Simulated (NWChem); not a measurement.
Molecule: C2H5ClOSi; SMILES O1CC[Si@H]1Cl

```xyz
10

Cl     0.0002    -1.9363    -0.2854
Si     0.0284    -0.0677     0.6258
C     -1.1938     1.2042    -0.0442
C      0.0999     1.8923    -0.5633
O      1.1494     1.0133    -0.0503
H      0.2080    -0.3240     2.0900
H     -1.7546     1.7888     0.7106
H     -1.8894     0.8556    -0.8305
H      0.1561     1.9404    -1.6723
H      0.2462     2.9174    -0.1606
```
Atoms are numbered in this order, from 1.

Program: NWChem. Medium grid unless said otherwise, to which SCAN and Minnesota functionals are sensitive. Structure relaxed at the PBE-D3(BJ)/def2-SVP level. B3LYP is NWChem's, with the RPA form of VWN correlation.

### Question
Among these, which level gives the highest value of “dipole (D)”?
A) LDA (Slater exchange, PW92)/def2-SVP
B) LC-wPBE (HJS exchange hole, range parameter 0.4 per bohr)/def2-SVP
C) B3LYP/def2-SVP
D) PW6B95/def2-SVP

### Answer
B, LC-wPBE (HJS exchange hole, range parameter 0.4 per bohr)/def2-SVP. Values: LDA (Slater exchange, PW92)/def2-SVP 2.34; B3LYP/def2-SVP 2.39; PW6B95/def2-SVP 2.45; LC-wPBE (HJS exchange hole, range parameter 0.4 per bohr)/def2-SVP 2.58
